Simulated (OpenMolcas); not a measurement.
# Levels of neutral phosphorus by method

```yaml
Program: OpenMolcas 26.06
Basis: ANO-L-VTZP [5s4p2d1f]
Scalar_Hamiltonian: non-relativistic, point nucleus
Active_space: 3 electrons in 3 orbitals (3p)
State_averaging: 2S+1 = 4 odd, 1 root; 2S+1 = 2 odd, 8 roots
Spin-orbit_coupling: state interaction with AMFI integrals over the reference wave functions, term energies averaged over their components
```

Methods on the same reference wave functions:
A. CASSCF
B. SS-CASPT2, IPEA 0.25 Eh, imaginary shift 0.1 Eh (closed shells correlated: 2s 2p 3s)

Energies in cm-1 above 3s2 3p3 4S* 3/2, the measured ground level; measured values from NIST Handbook of Basic Atomic Spectroscopic Data.

```json
{"Level": "3s2 3p3 4S* 3/2", "A": "0.0", "B": "0.0", "Measured": "0.0"}
{"Level": "3s2 3p3 2D* 3/2", "A": "15392", "B": "12140", "Measured": "11361"}
{"Level": "3s2 3p3 2D* 5/2", "A": "15398", "B": "12150", "Measured": "11377"}
{"Level": "3s2 3p3 2P* 1/2", "A": "25459", "B": "20500", "Measured": "18723"}
{"Level": "3s2 3p3 2P* 3/2", "A": "25467", "B": "20500", "Measured": "18748"}
```

Deviations, from unrounded energies. A percentage is the sum of absolute deviations over the sum of measured energies, with the sign that they share, or ± where signs differ.

```tsv
Against measurement	Levels	A	B
mean absolute deviation (cm-1)	4	5400	1300
other terms of the ground configuration (%)	4	+35.7	+8.4
```

B lies closest to measurement on these levels. The largest miss of B in the table is 3s2 3p3 2P* 1/2, by +1800 cm-1. The ranking rests on the paired levels alone, and a cruder setting can come out closer through cancelling errors.

From A to B the spin-free energies of the other terms of 3s2 3p3 shown, above 4S*, scale by factors of 0.79 to 0.80.

The lowest spin-free term lies below A's lowest term by 0.093 hartree in B.

Term energies are means over components that CASPT2 splits; among the terms shown or strongly mixed into the levels shown the widest spread is 220 cm-1 (3s2 3p3 2D*, B). With the s shell closed, the reference lacks s² → p² mixing. Without dynamic correlation excited terms often stand tens of per cent too high (terms of higher spin than the ground term too low), and those without a measured partner can miss by more than the paired ones (holds for A). Measured partners are found by configuration, term and J. A level has none where our copy of the source lacks it or the pairing is in doubt (some pairs that miss far off the trend of their configuration count as doubtful), and it then counts in no deviation. Only configurations of the active space appear.

* marks odd parity.
